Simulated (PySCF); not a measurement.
Precursor series Nb OH-NH2. Gas-phase values, no solvent. One relaxed conformer stands for each flexible species; it need not be the lowest.

Level of theory: TPSSh-D3(BJ)/def2-TZVP // PBE-D3(BJ)/def2-SVP (PySCF). All candidates: neutral, multiplicity 1. 

| Item | Result |
|---|---|
| HOMO | -5.58 eV |
| HOMO–LUMO gap | 3.97 eV |
| LUMO | -1.61 eV |

Problem. Identify which member has these values.
A. [Nb(OH)4(NH2)]
B. [Nb(NH2)5]
C. [Nb(OH)3(NH2)2]
D. [Nb(OH)2(NH2)3]

Solution. D, [Nb(OH)2(NH2)3]. The others give [Nb(OH)4(NH2)]: -6.60 eV, 4.62 eV, -1.98 eV; [Nb(OH)3(NH2)2]: -6.06 eV, 4.25 eV, -1.80 eV; [Nb(NH2)5]: -5.70 eV, 4.36 eV, -1.34 eV
